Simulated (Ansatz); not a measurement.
Geometry optimisation, Ansatz, RKS revPBE/6-31G.

The input (input.yaml):

```yaml
crystal:
  periodic: [false, false, false]
  atoms:
    - { symbol: C, position_ang: [-1.4327, -0.9186, 1.5666] }
    - { symbol: B, position_ang: [-0.1435, -0.0238, 1.507] }
    - { symbol: C, position_ang: [1.0529, -0.4519, 0.575] }
    - { symbol: Si, position_ang: [1.58665, -2.2025, 0.7673] }
    - { symbol: C, position_ang: [0.1572, -3.36668, 0.44918] }
    - { symbol: Cl, position_ang: [0.64014, -5.04652, 0.68805] }
    - { symbol: H, position_ang: [-1.3768, -1.7522, 0.8882] }
    - { symbol: H, position_ang: [-1.6201, -1.2045, 2.5864] }
    - { symbol: H, position_ang: [-2.3266, -0.2219, 1.2712] }
    - { symbol: H, position_ang: [-0.0336, 0.9294, 2.2275] }
    - { symbol: H, position_ang: [0.72831, -0.30631, -0.50138] }
    - { symbol: H, position_ang: [1.91867, 0.25184, 0.71364] }
    - { symbol: H, position_ang: [2.66915, -2.57038, -0.00352] }
    - { symbol: H, position_ang: [1.9452, -2.38448, 2.26016] }
    - { symbol: H, position_ang: [-0.70069, -3.11615, 1.12624] }
    - { symbol: H, position_ang: [-0.20033, -3.20656, -0.62694] }
basis:
  gaussian: { orbitals: "6-31G" }
hamiltonian:
  xc: revpbe
relax:
  f_tol: 0.015
  max_steps: 40
```

Run as:

```bash
$ ansatz run input.yaml --threads 1 --pin off --max-ram 2048MiB --backend cpu --events-out ev --progress --plain --runs-dir out
```

Q: Where does it end, and by what steps?

A: The run converged. The force dipped under the threshold on the way, but the program's further checks kept it going. Limits of this set-up: no polarisation functions. After 20 steps the energy has fallen by 1.136 eV; H7 moved furthest, 1.16 Å.

```tsv
step	energy less start (eV)	largest force component (eV/Å)	accepted
0	0.0000	3.001	yes
1	-0.7532	1.367	yes
2	-0.9916	0.622	yes
3	-1.0577	0.322	yes
4	-1.0859	0.174	yes
5	-1.1033	0.213	yes
6	-1.1221	0.097	yes
7	-1.1239	0.222	yes
8	-1.1306	0.072	yes
9	-1.1331	0.068	yes
10	-1.1341	0.085	yes
11	-1.1344	0.065	yes
12	-1.1348	0.021	yes
13	-1.1349	0.011	yes
14	-1.1351	0.026	yes
15	-1.1352	0.027	yes
16	-1.1353	0.023	yes
17	-1.1354	0.021	yes
18	-1.1355	0.017	yes
19	-1.1355	0.032	no
20	-1.1356	0.012	yes
```

```xyz
16
Properties=species:S:1:pos:R:3
C -1.733 -0.418 1.448
B -0.180 -0.197 1.643
C 0.892 -0.455 0.529
Si 1.701 -2.226 0.782
C 0.376 -3.625 0.537
Cl 1.196 -5.339 0.699
H -2.029 -0.880 0.489
H -2.173 -1.002 2.281
H -2.231 0.575 1.508
H 0.207 0.186 2.729
H 0.493 -0.439 -0.503
H 1.756 0.236 0.597
H 2.794 -2.426 -0.247
H 2.289 -2.360 2.169
H -0.417 -3.607 1.299
H -0.078 -3.612 -0.466
```

Time of the run: 2.3 min on 1 thread of Arm Neoverse V2, with other jobs on the host, peak memory 0.15 GiB.
